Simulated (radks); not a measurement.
Problem. Neutral technetium, configuration [Kr] 4d5 5s2. All-electron calculation, scalar-relativistic Kohn-Sham, Slater X-alpha with alpha = 0.715, spin-polarised, spherical densities, point nucleus; open shells are filled with parallel spins first (spin-orbit coupling, left out, can overturn this in heavy ions). Program: a radial shooting solver on a logarithmic mesh with Libxc functionals. Some entries of the table are withheld. Estimate them.

| orbital | occ. | eigenvalue (hartree) | <r^2> (bohr^2) | <r> (bohr) |
|---|---|---|---|---|
| 1s up | 1 | -766.7569 | 0.001588 | 0.03430 |
| 1s down | 1 | -766.7568 | 0.001588 | 0.03430 |
| 2s up | 1 | -109.5126 | 0.02639 | 0.1496 |
| 2s down | 1 | -109.4879 | 0.02639 | 0.1496 |
| 2p up | 3 | -98.11985 | 0.02075 | 0.1303 |
| 2p down | 3 | -98.10066 | 0.02074 | 0.1303 |
| 3s up | 1 | -19.05915 | 0.1979 | 0.4157 |
| 3s down | 1 | -19.04084 | 0.1977 | 0.4155 |
| 3p up | 3 | -15.31410 | 0.2017 | 0.4163 |
| 3p down | 3 | -15.29409 | 0.2014 | 0.4161 |
| 3d up | 5 | -9.23081 | 0.1907 | 0.3985 |
| 3d down | 5 | -9.20403 | 0.1901 | 0.3981 |
| 4s up | 1 | -2.73257 | 1.269 | 1.058 |
| 4s down | 1 | -2.59303 | 1.252 | 1.050 |
| 4p up | 3 | -1.70657 | 1.577 | 1.173 |
| 4p down | 3 | -1.55625 | 1.557 | 1.164 |
| 4d up | 5 | -0.28549 | (1) | 1.686 |
| 5s up | 1 | (2) | 11.28 | 3.139 |
| 4d down | 0 | -0.13361 | (3) | 1.833 |
| 5s down | 1 | (4) | 15.57 | 3.660 |

Solution. 
(1) 4d up <r^2> (bohr^2): 3.463
(2) 5s up eigenvalue (hartree): -0.19896
(3) 4d down <r^2> (bohr^2): 4.320
(4) 5s down eigenvalue (hartree): -0.12995
